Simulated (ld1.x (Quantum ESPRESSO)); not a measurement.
The numbers below are computed, except where a source is named.
Potentials for Al (Z = 13) compared

Generated with ld1.x 7.5 (TM, RRKJ, ultrasoft, PAW), atompaw 4.2 or ONCVPSP 4.0.1. The cutoff is in Ry: for ld1.x and atompaw files where the sum of valence levels is converged to 10 mRy in a Bessel basis, for ONCV files where the hardest occupied wave has 1 mHa per electron of residual kinetic energy. The error is the largest all-electron minus pseudo excitation energy over each file’s own four to seven test configurations (ionisations up to +4, promotions, holes and added fractions of an electron), all of which were solved. The labels leave out finer settings (local radius, basis sizes, second energies), which also bear on the numbers. Spin-polarised tests are not counted. The rows are a selection from randomly drawn settings: files with unsolved tests, undetermined cutoffs or missed reference levels are left out.

| potential | cutoff (Ry) | largest error (meV) | bound ghosts |
| --- | --- | --- | --- |
| TM, LDA (PZ), scalar-relativistic, rc 2.15/2.85/2.40 (spd), local p, core correction no, reference 3s2 3p1 | 10 | +82 | none |
| TM, BLYP, scalar-relativistic, rc 2.20/2.25 (sp), local smoothed, core correction yes, reference 3s2 3p1 | 10 | +19 | none |
| TM semilocal, PBE, scalar-relativistic, rc 1.50/2.15 (sp), local s, core correction yes, reference 3s1.75 3p1.25 | 25 | +20 | none |
| ultrasoft, LDA (PZ), non-relativistic, rc 2.50/1.90/1.75 (spd), local smoothed, core correction yes, reference 3s2 3p1 | 6 | -17 | none |
| PAW, LDA (PZ), scalar-relativistic, rc 2.30/3.30/2.65 (spd), local smoothed, core correction yes, reference 3s2 3p1 | 6 | -25 | none |
| TM, PBE, scalar-relativistic, rc 1.90/2.75 (sp), local smoothed, core correction yes, reference 3s2 3p1 | 10 | +42 | none |
| PAW, PBE, scalar-relativistic, rc 2.05/2.70/2.25 (spd), local smoothed, core correction yes, reference 3s2 3p1 | 6 | -19 | none |

(1) Fill in the row for Al: ultrasoft, PBEsol, scalar-relativistic, rc 2.25/3.10/2.65 (spd), local d, core correction yes, reference 3s1.5 3p1.5.

(2) Fill in the row for Al: ultrasoft, PBEsol, scalar-relativistic, rc 1.70/2.45 (sp), local smoothed, core correction no, reference 3s2 3p1.

Results:

(1) cutoff 6 Ry, largest error -4.8 meV, bound ghosts: none.

(2) cutoff 10 Ry, largest error +80 meV, bound ghosts: none.
